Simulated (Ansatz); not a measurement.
Ansatz (an electronic-structure program) input (CCSD(T)/aug-cc-pVTZ):

Ansatz 0.2 input:
```yaml
crystal:
  periodic: [false, false, false]
  atoms:
    - {symbol: C, position_ang: [2.08774068, -0.01468377, -0.13459455]}
    - {symbol: C, position_ang: [1.02700782, 0.71844147, 0.22263037]}
    - {symbol: C, position_ang: [-0.27751855, 0.08717183, 0.05181193]}
    - {symbol: F, position_ang: [-0.97993201, -0.01622699, 1.23329246]}
    - {symbol: F, position_ang: [-0.37844233, -1.22952787, -0.46605774]}
    - {symbol: F, position_ang: [-1.10508395, 0.79154615, -0.79610585]}
    - {symbol: H, position_ang: [3.10343724, 0.37868635, -0.04065664]}
    - {symbol: H, position_ang: [2.04430761, -1.03638516, -0.53858976]}
basis:
  gaussian:
    orbitals: aug-cc-pVTZ
total_charge: -1
magnetization: {spin_polarized: false}
correlation: {method: ccsd_t, electrons: outside_noble_gas}
```

End of the output:

```
coupled cluster: 20.33 GiB planned
cycle   1  -33.90736491 eV  change    6.7e-1 eV  update   1.3e-1
cycle   2  -34.69475189 eV  change   -7.9e-1 eV  update   3.9e-2
cycle   3  -34.87285131 eV  change   -1.8e-1 eV  update   2.0e-2
cycle   4  -34.84560691 eV  change    2.7e-2 eV  update   5.6e-3
cycle   5  -34.83978459 eV  change    5.8e-3 eV  update   2.8e-3
cycle   6  -34.84251255 eV  change   -2.7e-3 eV  update   1.1e-3
cycle   7  -34.84249084 eV  change    2.2e-5 eV  update   5.1e-4
cycle   8  -34.84197246 eV  change    5.2e-4 eV  update   2.1e-4
cycle   9  -34.84198085 eV  change   -8.4e-6 eV  update   1.2e-4
cycle  10  -34.84213843 eV  change   -1.6e-4 eV  update   5.1e-5
cycle  11  -34.84202785 eV  change    1.1e-4 eV  update   2.1e-5
cycle  12  -34.84205416 eV  change   -2.6e-5 eV  update   1.1e-5
perturbative correction -1.43679663 eV, -0.0528013022 hartree
Total energy: -11279.56732518 eV, -414.5164536350 hartree
```

It need not be the lowest isomer of its formula. Whether it binds its extra electron was not tested at this geometry.
